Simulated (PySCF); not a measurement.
## Levels of Nd³¹⁺ from EOM-EA-GCCSD

Reference: closed-shell Nd³²⁺, [Ar] 3d10; one electron is added. Calculated with PySCF 2.14, two-component X2C-1e with screened spin-orbit coupling, an uncontracted even-tempered set (19 s from 1.9 bohr⁻², ratio 2.6; 15 p from 2.4 bohr⁻², ratio 2.6; 10 d from 2.4 bohr⁻², ratio 2.6; 6 f from 2.5 bohr⁻², ratio 2.8); frozen [Ar]; the 100 highest virtual spinors dropped; of the others 70 kept and the rest restored at second order. No Breit or QED terms. Binding energies in eV.

| level | Koopmans | second order | EOM-CCSD |
| --- | --- | --- | --- |
| 4s1/2 | 1236.8 | 1238.1 | 1238.1 |
| 4p1/2 | 1170.8 | 1172.1 | 1172.1 |
| 4p3/2 | 1137.0 | 1138.1 | 1138.1 |

Electric-dipole lines between these computed levels:

| lower | upper | ΔE (eV) | vacuum wavelength (nm) |
| --- | --- | --- | --- |
| 4s1/2 | 4p1/2 | 66.007 | 18.78 |
| 4s1/2 | 4p3/2 | 99.952 | 12.40 |

For comparison, the ionisation energy of Nd³¹⁺ is 1238.42 ± 0.17 eV (semi-empirical (NIST evaluation); NIST Atomic Spectra Database, ionization energies).
